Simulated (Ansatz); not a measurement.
Relaxation of C2H5AlClNO (11 atoms, charge 0, multiplicity 1), to a largest force component of 0.02 eV/Å in at most 40 steps.

Computed with Ansatz 0.2.0, RKS B3LYP-D4/STO-3G.

```xyz
11
Properties=species:S:1:pos:R:3:forces:R:3
C -1.537 0.961 0.630 1.08 2.83 -0.69
Al 0.264 0.349 0.299 1.40 0.60 1.57
O 1.626 1.016 1.281 -1.60 -0.57 -1.59
C 0.676 -1.001 -1.079 -3.58 2.81 2.03
N 1.798 -1.441 -1.292 5.30 0.80 2.00
Cl -0.741 -1.624 -2.019 -2.01 -0.73 -1.17
H -1.550 1.766 1.431 0.02 -1.22 -0.73
H -2.192 0.171 0.908 -0.99 -1.03 0.43
H -1.976 1.479 -0.271 0.36 -0.75 0.70
H 1.713 0.413 2.102 -0.16 -0.24 0.00
H 1.984 -2.147 -1.969 0.18 -2.49 -2.55
```

Question: Where does it end, and by what steps?

Answer: The run converged. The force dipped under the threshold on the way, but the program's further checks kept it going. Limits of this set-up: minimal basis. After 15 steps the energy has fallen by 1.199 eV; H10 moved furthest, 1.09 Å.

| step | energy less start (eV) | largest force component (eV/Å) | accepted |
| --- | --- | --- | --- |
| 0 | 0.0000 | 5.297 | yes |
| 1 | -0.6208 | 1.155 | yes |
| 2 | -0.7444 | 1.214 | yes |
| 3 | -0.8061 | 2.142 | yes |
| 4 | -0.9402 | 1.356 | yes |
| 5 | -1.1190 | 0.592 | yes |
| 6 | -1.1644 | 0.702 | yes |
| 7 | -1.1859 | 0.315 | yes |
| 8 | -1.1972 | 0.088 | yes |
| 9 | -1.1973 | 0.084 | yes |
| 10 | -1.1905 | 0.243 | no |
| 11 | -1.1991 | 0.026 | yes |
| 12 | -1.1993 | 0.006 | yes |
| 13 | -1.1994 | 0.023 | yes |
| 14 | -1.1994 | 0.024 | yes |
| 15 | -1.1995 | 0.018 | yes |

```xyz
11
Properties=species:S:1:pos:R:3
C -1.622 1.034 0.632
Al 0.135 0.336 0.456
O 1.408 0.791 1.471
C 0.665 -0.957 -0.885
N 1.885 -1.396 -0.955
Cl -0.649 -1.567 -2.096
H -1.701 1.749 1.460
H -2.356 0.238 0.814
H -1.943 1.553 -0.281
H 2.226 0.268 1.154
H 2.017 -2.105 -1.750
```

Whether the end is a true minimum wasn't checked by a vibrational analysis.

Run time: 62 s on 1 thread of Arm Neoverse V1 (shared host), peak memory 0.18 GiB.
